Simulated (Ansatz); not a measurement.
```yaml
crystal:
  periodic: [false, false, false]
  atoms:
    - {symbol: Sn, position_ang: [-0.492666, 0.444567, 0.864141]}
    - {symbol: Br, position_ang: [0.278448, -1.923464, 0.461428]}
    - {symbol: Br, position_ang: [0.214219, 1.478887, -1.325570]}
basis:
  gaussian: {orbitals: def2-SVP, final_grid: {core_spheres: 20, valence_spheres: 16, degree: 47}}
magnetization: {spin_polarized: true, initial_magnetization: 2}
hamiltonian: {xc: {name: r2SCAN50}, dispersion: d4}
scf: {omitted_lower_state_checks: [starts]}
output: {forces: true}
```

```sh
$ ansatz run in.yaml --threads 4 --pin off --events-out ev --progress --plain --max-ram 3916MiB
```

It prints (some lines left out):

```
Functional definition: r2SCAN50
948 factors; integrals over basis functions are off by at most 3.1e-4 eV
mean field evaluation 1: about -145906.9962 eV, gradient 8.1e0 eV
mean field evaluation 2: about -145907.2445 eV, gradient 7.9e0 eV
mean field evaluation 4: about -145907.6517 eV, gradient 5.1e-1 eV
mean field evaluation 8: about -145907.6839 eV, gradient 6.3e-2 eV
mean field evaluation 16: about -145907.6841 eV, gradient 5.4e-4 eV
mean field -145907.68412852 eV, -5362.0084919425 hartree, gradient 2.5e-5 eV, S^2 2.012919; 0 other end points of the search recorded, 0 dependent functions left out
reference -145907.68413432 eV, -5362.0084921558 hartree; 47, 45 occupied and 43, 45 virtual orbitals, 948 factors
Total energy: -145907.72018054 eV, -5362.0098168300 hartree
Atom 0 at    -0.492666     0.444567     0.864141 Å, force     0.378835    -0.341850    -0.664480 eV/Å
Atom 1 at     0.278448    -1.923464     0.461428 Å, force    -0.188469     0.120678     0.358631 eV/Å
Atom 2 at     0.214219     1.478887    -1.325570 Å, force    -0.190366     0.221173     0.305849 eV/Å
Dipole moment:    -0.246315     0.222268     0.432039 e Å
Checks for a lower state left out: starts
```

Hardware: 4 threads of Arm Neoverse V2 on a shared host. Wall time 6.5 s.

In the def2 sets Sn takes a core potential; there is no spin–orbit coupling.
